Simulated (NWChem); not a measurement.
System: C$_{2}$H$_{3}$FO$_{2}$Si; SMILES F[SiH]1OC(=C)O1

```xyz
9

C     -0.3621     2.4801     0.0000
C     -0.0698     1.1756     0.0000
O      0.1230     0.3414     1.1049
Si     0.4230    -0.9206     0.0000
F     -0.6770    -2.1064     0.0000
O      0.1230     0.3414    -1.1049
H     -0.4813     3.0075     0.9534
H     -0.4813     3.0075    -0.9534
H      1.7572    -1.5657     0.0000
```
Atoms are numbered in this order, from 1.

Program: NWChem. All runs use the structure optimised with PBE-D3(BJ)/def2-SVP. Hybrids' shares of exact exchange are those that their runs print; pure functionals count as 0. The functionals differ in more than this share.

| row | share of exact exchange | orbital gap (eV) |
|---|---|---|
| PBE/def2-SVP | 0.00 | 4.69 |
| TPSS/def2-SVP | 0.00 | 4.96 |
| B3LYP/def2-SVP | 0.20 | 6.42 |
| B3PW91/def2-SVP | 0.20 | 6.54 |
| PW6B95/def2-SVP | 0.28 | withheld |
| BHandHLYP/def2-SVP | 0.50 | 8.99 |

### Question
Fit a straight line of the last column on the one before it, predict the withheld value, and compare with the run.

### Answer

1. Means of the 5 shown rows: x = 0.180, y = 6.320. Slope Σ(x − x̄)(y − ȳ)/Σ(x − x̄)² = 1.399/0.1680 = 8.327; intercept 4.821.
2. The shown rows scatter about the line by 0.094 (root mean square); the largest residual is +0.14, at TPSS/def2-SVP.
3. At x = 0.28 (PW6B95/def2-SVP; inside the shown range) the line gives 7.15.
4. The run gives 6.99, -0.16 from the line, 1.7 times the scatter.
